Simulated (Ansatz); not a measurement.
Reaction (atomization): `[CH3][Ga]([F])[F]` → C• + 2 F• + Ga• + 3 H•

Isolated molecules relaxed with PBE0-D4/def2-TZVP in Ansatz; ΔE leaves out vibrations. CCSD(T)/CBS is the MP2 limit (def2-TZVPP, def2-QZVPP) plus CCSD(T) − MP2 in def2-TZVPP, frozen cores. This one scheme is used for every species, atoms too. DFT in def2-TZVPP. B3LYP here is the variant with VWN-RPA as its local correlation; programs differ in this. Open shells (•) are unrestricted, without spin–orbit coupling. Spin–orbit coupling would lower the free atoms: a little for C, F; clearly for Ga. Bonds to Ga are less sure, by a few kJ/mol each and by 10 to 20 or more in all where they break to atoms, as the def2 sets lack core-valence functions. Scalar relativity is left out up to krypton.

`[CH3][Ga]([F])[F]`:

```xyz
7

C    -0.831    0.153   -0.446
Ga    0.855   -0.165    0.449
F     1.069   -1.231    1.816
F     2.372    0.581    0.008
H    -0.656    0.462   -1.476
H    -1.441   -0.749   -0.424
H    -1.368    0.949    0.073
```

```csv
level,ΔE (kJ/mol),difference from CCSD(T)/CBS
PBE-D4,2556.5,22.1
PBE0-D4,2499.9,-34.5
r2SCANh-D4,2508.8,-25.6
r2SCAN0-D4,2476.8,-57.6
BHLYP-D4,2413.7,-120.7
CAM-B3LYP-D4,2525.1,-9.3
B2PLYP,2498.2,-36.2
PBE-QIDH,2510.2,-24.2
revPBE,2453.8,-80.6
BLYP,2477.5,-56.9
B3LYP,2477.6,-56.8
r2SCANh,2506.4,-28.0
LC-ωPBE,2535.0,0.6
HF/def2-SVP,1871.4,-663.0
CCSD/def2-SVP,2382.6,-151.8
MP2/def2-TZVPP,2558.9,24.5
CCSD(T)/CBS,2534.4,0
```

Largest T1 diagnostic among the species: 0.014.

From BLYP to BHLYP (50 % exact exchange), in def2-TZVPP and without D4, ΔE moves by −76.6 kJ/mol: exact exchange takes away binding that semilocal exchange gives to molecules. In def2-TZVPP, CCSD(T) changes the Hartree–Fock value by +622.1 kJ/mol (the triples alone add +37.3 kJ/mol) and MP2 by +698.4 kJ/mol; breaking electron pairs costs correlation energy, which Hartree–Fock lacks. The D4 term adds +16.0 kJ/mol with B3LYP and +8.3 kJ/mol with PBE0; it sums over pairs of atoms, weighted by their polarisabilities, and B3LYP, whose exchange is more repulsive, gets the larger term.

For atomizations the MP2-based limit and the directly extrapolated one differ by several kJ/mol either way, and by 10 to 25 for some Ge, Se and Sn compounds, so smaller differences from it don't rank the levels.
